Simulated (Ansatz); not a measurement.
`[CH3][AlH][O][GaH2]` + `C[CH2][Ga]([CH3])[Cl]` → `C[CH](C)[Ga]([CH3])[Cl]` + `[AlH2][O][GaH2]`  (formal exchange of groups at a C–Al bond)

Program: Ansatz. Geometries: PBE0-D4/def2-TZVP. ΔE: electronic, gas phase. CCSD(T)/CBS is the MP2 limit (def2-TZVPP, def2-QZVPP) plus CCSD(T) − MP2 in def2-TZVPP, frozen cores. Functionals use def2-TZVPP. B3LYP here is the variant with VWN-RPA as its local correlation; programs differ in this. For Ga outer-core shells are correlated without core-valence functions, which leaves a few kJ/mol of doubt a bond. Scalar relativity is left out up to krypton. Each species was taken in one conformer, which may not be the lowest.

```json
{"level": "revPBE-D4", "ΔE (kJ/mol)": "46.3", "difference from CCSD(T)/CBS": "-2.5"}
{"level": "ωB97X-V", "ΔE (kJ/mol)": "48.1", "difference from CCSD(T)/CBS": "-0.7"}
{"level": "ωB97M-V", "ΔE (kJ/mol)": "51.5", "difference from CCSD(T)/CBS": "2.7"}
{"level": "B2PLYP", "ΔE (kJ/mol)": "53.4", "difference from CCSD(T)/CBS": "4.6"}
{"level": "B3LYP", "ΔE (kJ/mol)": "57.1", "difference from CCSD(T)/CBS": "8.3"}
{"level": "CAM-B3LYP", "ΔE (kJ/mol)": "54.1", "difference from CCSD(T)/CBS": "5.3"}
{"level": "MP2/def2-SVP", "ΔE (kJ/mol)": "37.2", "difference from CCSD(T)/CBS": "-11.6"}
{"level": "HF/def2-TZVPP", "ΔE (kJ/mol)": "50.5", "difference from CCSD(T)/CBS": "1.7"}
{"level": "CCSD/def2-TZVPP", "ΔE (kJ/mol)": "48.2", "difference from CCSD(T)/CBS": "-0.6"}
{"level": "HF/def2-QZVPP", "ΔE (kJ/mol)": "50.8", "difference from CCSD(T)/CBS": "2.0"}
{"level": "CCSD(T)/CBS", "ΔE (kJ/mol)": "48.8", "difference from CCSD(T)/CBS": "0"}
```

Largest T1 diagnostic among the species: 0.015.

Leaving LDA and LC-ωPBE aside and taking each functional with its dispersion term where it has one, the values, not all of them listed here, spread over 9.6 kJ/mol, from B97M-V to r2SCAN-D4. LDA lies −7.7 kJ/mol from PBE without D4. In def2-TZVPP, CCSD(T) changes the Hartree–Fock value by −3.1 kJ/mol (the triples alone add −0.8 kJ/mol) and MP2 by −3.1 kJ/mol. From BLYP to BHLYP (50 % exact exchange), in def2-TZVPP and without D4, ΔE moves by −4.5 kJ/mol.

CCSD(T)/CBS has its own doubt, a few kJ/mol and more with outer-core shells, so smaller differences from it don't rank the levels.
